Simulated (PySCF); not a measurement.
A calculated (B97-3, PySCF 2.14, aug-cc-pVTZ with one added diffuse shell each of s, p, d, f, g type, the non-relativistic Hamiltonian (point nucleus)) atom or ion has these occupied shells.

| shell | electrons | orbital energy (eV) | rms radius, mean of both spins (bohr) |
| --- | --- | --- | --- |
| 1s α | 1 | -4876.6 | 0.0812 |
| 1s β | 1 | -4876.5 | 0.0812 |
| 2s α | 1 | -545.49 | 0.355 |
| 2s β | 1 | -544.88 | 0.355 |
| 2p α | 3 | -454.80 | 0.322 |
| 2p β | 3 | -454.27 | 0.322 |
| 3s α | 1 | -67.162 | 1.09 |
| 3s β | 1 | -65.155 | 1.09 |
| 3p α | 3 | -42.500 | 1.18 |
| 3p β | 3 | -40.307 | 1.18 |
| 3d α | 2 | -7.143 | 1.74 |
| 4s α | 1 | -5.049 | 3.87 |
| 4s β | 1 | -4.700 | 3.87 |

Problem. Name the element and its charge.

Solution. Ti (titanium, neutral), in [Ar] 3d2 4s2, high-spin 3F determinant.
